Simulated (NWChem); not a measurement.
C2H5ClOSi; SMILES C[Si@H](Cl)C=O

```xyz
10

C      2.0204    -0.0083    -0.2621
Si     0.2621    -0.0859     0.3432
Cl    -0.6887    -1.8276    -0.2718
C     -0.7093     1.4163    -0.3801
O     -0.1850     2.5035    -0.3676
H      2.0702    -0.2063    -1.3431
H      2.4064     1.0068    -0.0764
H      2.6607    -0.7348     0.2591
H      0.1709    -0.0129     1.8301
H     -1.7471     1.2854    -0.7961
```
Atoms are numbered in this order, from 1.

Computed with NWChem. Pople sets run with spherical d functions. The geometry was optimised at PBE0/def2-SVP. B3LYP is NWChem's, with the RPA form of VWN correlation. GIAO values for the isolated, static molecule; σ is the absolute isotropic shielding, δ = σ(reference) − σ with the isolated reference molecule computed at the same levels (13C: tetramethylsilane, 1H: tetramethylsilane, 17O: water, 29Si: tetramethylsilane).

Problem. What does the run give for B3LYP/6-311G**? Quantities: δ C1 (ppm); δ Si2 (ppm); σ Cl3 (ppm); δ C4 (ppm); δ O5 (ppm); δ H6 (rotor mean) (ppm); δ H10 (ppm).

Solution. 
```yaml
"δ C1 (ppm)": -2.0
"δ Si2 (ppm)": -14.9
"σ Cl3 (ppm)": 957.2
"δ C4 (ppm)": 240.7
"δ O5 (ppm)": 923.7
"δ H6 (rotor mean) (ppm)": 0.46
"δ H10 (ppm)": 11.95
```
